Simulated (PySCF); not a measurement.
Bonding in `CN[C@H]1CC[Si]1(P)P`

Species: C4H13NP2Si.
SMILES with atom numbers: `[CH3:1][NH:2][C@H:3]1[CH2:4][CH2:5][Si:6]1([PH2:7])[PH2:8]` (hydrogens: H9, H10, H11 on C1; H12 on N2; H13 on C3; H14, H15 on C4; H16, H17 on C5; H18, H19 on P7; H20, H21 on P8)

Geometry (GFN2-xTB, Å), atoms numbered from 1 in this order:
```xyz
21
C4H13NP2Si angstrom
C     -1.7375    1.4562    1.1321
N     -1.5535    0.8227   -0.1567
C     -0.8496   -0.4363   -0.0490
C     -0.6792   -1.1652   -1.3857
C      0.7979   -1.5689   -1.3089
Si     1.0767   -0.2682    0.0841
P      1.7245    1.7082   -0.8034
P      2.0350   -0.9277    2.0308
H     -2.3002    0.8372    1.8467
H     -2.2586    2.4030    0.9980
H     -0.7523    1.6514    1.5622
H     -2.4565    0.6813   -0.6043
H     -1.2966   -1.0966    0.7112
H     -1.3607   -2.0049   -1.5215
H     -0.8342   -0.4538   -2.1962
H      1.3364   -1.4616   -2.2464
H      0.9160   -2.5953   -0.9678
H      1.9303    2.3130    0.4282
H      0.4202    2.1555   -0.8873
H      3.1050   -0.0633    1.8899
H      2.7279   -1.9696    1.4435
```

Bond orders from the PBE0/pcSseg-1 density (PySCF). Isolated species at its GFN2-xTB geometry (one conformer only).

Q: Where do the orders between heavy atoms depart from those drawn in the SMILES?

A: The largest departure is 0.165, at Si6–C3 (drawn single, 0.835). Drawn single, order below 0.88: Si6–C3 (0.835).

Q: Give the Mayer order of every bond, beside its length.

A: 
```tsv
bond	drawn as	length (Å)	Mayer order
C1–N2	single	1.448	0.995
N2–C3	single	1.446	0.981
C3–C4	single	1.532	1.001
C4–C5	single	1.533	1.021
C5–Si6	single	1.926	0.932
Si6–P7	single	2.261	1.022
Si6–P8	single	2.268	1.004
Si6–C3	single	1.938	0.835
C1–H9	single	1.100	0.957
C1–H10	single	1.089	0.970
C1–H11	single	1.092	0.956
N2–H12	single	1.018	0.931
C3–H13	single	1.102	0.918
C4–H14	single	1.090	0.954
C4–H15	single	1.089	0.945
C5–H16	single	1.086	0.952
C5–H17	single	1.088	0.941
P7–H18	single	1.387	0.919
P7–H19	single	1.381	0.904
P8–H20	single	1.383	0.923
P8–H21	single	1.382	0.929
```

By pair of heavy elements: C–N: all 2 within 0.02 of one another (0.981 to 0.995). C–C: lowest C3–C4 (1.001, 1.532 Å), highest C4–C5 (1.021, 1.533 Å). C–Si: lowest Si6–C3 (0.835, 1.938 Å), highest C5–Si6 (0.932, 1.926 Å). P–Si: all 2 within 0.02 of one another (1.004 to 1.022).

Q: Sum the orders of all bonds at each heavy atom with more than one neighbour and set the sums beside the valence in the SMILES.

A: C1 3.878 (drawn 4), N2 2.907 (drawn 3), C3 3.735 (drawn 4), C4 3.921 (drawn 4), C5 3.846 (drawn 4), Si6 3.793 (drawn 4), P7 2.845 (drawn 3), P8 2.856 (drawn 3). Orders between atoms that aren't bonded are not in these sums.

For a closed shell the Mayer order of atoms A and B is Σ (PS)μν (PS)νμ over the basis functions μ on A and ν on B, with P the density and S the overlap matrix.
